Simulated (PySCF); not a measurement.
Choosing a molecule for a target property.

All species are isolated and taken at one optimised geometry, non-relativistic unless stated; the electronic structure was computed with PySCF and density fitting.

The conformers computed, where there is a choice (atom-mapped SMILES and torsion angles):
- `[CH2:1]=[CH:2][C:3](=[CH2:4])[CH:5]([CH3:6])[CH3:7]`: C1–C2–C3–C4 178°, C2–C3–C5–C6 -155°
- `[CH3:1][SiH2:2][O:3][SiH2:4][CH3:5]`: C1–Si2–O3–Si4 2°, Si2–O3–Si4–C5 -2°
- `[CH:1]#[C:2][SiH2:3][O:4][Si@H:5]([OH:6])[O:7][SiH3:8]`: C2–Si3–O4–Si5 18°, Si3–O4–Si5–O6 153°, O4–Si5–O7–Si8 -35°, H–O6–Si5–O4 -68°

**Question.** Wanted: electronic spatial extent ⟨r²⟩ about the centre of nuclear charge above 900 bohr² (wB97X-D/def2-SVPD) and HOMO–LUMO gap below 10 eV (wB97X-D/def2-SVPD), at GFN2-xTB geometries. Which candidate meets both?
A. `C=CC(=C)C(C)C`
B. `Fc1cccc2cscc12`
C. `C#C[SiH2]O[Si@H](O)O[SiH3]`
D. `C[SiH2]O[SiH2]C`

**Answer.** B. Computed values:
| species | electronic spatial extent ⟨r²⟩ about the centre of nuclear charge | HOMO–LUMO gap |
| --- | --- | --- |
| C=CC(=C)C(C)C | 871 bohr² | 9.45 eV |
| C[SiH2]O[SiH2]C | 943 bohr² | 12.12 eV |
| Fc1cccc2cscc12 | 1501 bohr² | 7.58 eV |
| C#C[SiH2]O[Si@H](O)O[SiH3] | 1820 bohr² | 11.39 eV |

**Question.** Wanted: lowest singlet excitation between 5 eV and 5.9 eV (TDDFT wB97X-D/def2-SVPD) and lowest triplet excitation (Tamm–Dancoff) below 6 eV (TDA wB97X-D/def2-SVPD), at GFN2-xTB geometries. Which candidate meets both?
A. `Fc1cccc2cscc12`
B. `C[SiH2]O[SiH2]C`
C. `C=CC(=C)C(C)C`
D. `C#C[SiH2]O[Si@H](O)O[SiH3]`

**Answer.** C. Computed values:
```
                   species  lowest singlet excitation  lowest triplet excitation (Tamm–Dancoff)
            Fc1cccc2cscc12                    3.87 eV                                   2.35 eV
             C=CC(=C)C(C)C                    5.84 eV                                   3.37 eV
C#C[SiH2]O[Si@H](O)O[SiH3]                    6.00 eV                                   5.12 eV
           C[SiH2]O[SiH2]C                    7.64 eV                                   7.36 eV
```

**Question.** Wanted: static isotropic polarisability below 105 au (wB97X-D/def2-SVPD) and dipole moment below 1 D (wB97X-D/def2-SVPD), at GFN2-xTB geometries. Which candidate meets both?
A. `C[SiH2]O[SiH2]C`
B. `Fc1cccc2cscc12`
C. `C=CC(=C)C(C)C`
D. `C#C[SiH2]O[Si@H](O)O[SiH3]`

**Answer.** C. Computed values:
| species | static isotropic polarisability | dipole moment |
| --- | --- | --- |
| C[SiH2]O[SiH2]C | 78.4 au | 1.32 D |
| C=CC(=C)C(C)C | 87.0 au | 0.30 D |
| C#C[SiH2]O[Si@H](O)O[SiH3] | 100.4 au | 1.93 D |
| Fc1cccc2cscc12 | 110.6 au | 1.54 D |

**Question.** Wanted: smallest rotational constant above 1.5 GHz (GFN2-xTB) and HOMO energy above -10.2 eV (wB97X-D/def2-SVPD), at GFN2-xTB geometries. Which candidate meets both?
A. `C#C[SiH2]O[Si@H](O)O[SiH3]`
B. `C[SiH2]O[SiH2]C`
C. `C=CC(=C)C(C)C`
D. `Fc1cccc2cscc12`

**Answer.** C. Computed values:
| species | smallest rotational constant | HOMO energy |
| --- | --- | --- |
| C#C[SiH2]O[Si@H](O)O[SiH3] | 0.618 GHz | -10.34 eV |
| Fc1cccc2cscc12 | 0.701 GHz | -7.73 eV |
| C[SiH2]O[SiH2]C | 1.330 GHz | -10.06 eV |
| C=CC(=C)C(C)C | 1.600 GHz | -8.47 eV |
